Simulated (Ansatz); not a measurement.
Basis-set extrapolation for `CCCBS` (PBE0-D4/def2-TZVP geometry, frozen core, Ansatz 0.2.0). Multiplicity 1, RHF reference.

|  | def2-TZVPP | def2-QZVPP |
| --- | --- | --- |
| HF | -541.153214 | -541.171089 |
| MP2 correlation | -0.811799 | -0.866525 |
| CCSD(T) correlation | -0.910813 | not run |

Energies in hartree. Use E(X) = E(∞) + A·exp(−7.88·√X) for Hartree–Fock and E(X) = E(∞) + B·X^(−2.97) for correlation, with X = 3 and 4, and add CCSD(T) minus MP2 of the smaller set to the MP2 limit.

Q: What is the CCSD(T) energy at the basis-set limit?

A: HF limit: -541.171089 + (-0.017875) × 0.13774 = -541.17355. MP2 limit: -0.866525 + (-0.054726) × 0.74074 = -0.90706. Higher-order term: -0.910813 − (-0.811799) = -0.09901. Total: -542.17962 hartree, 303.5 kJ/mol below CCSD(T)/def2-TZVPP.
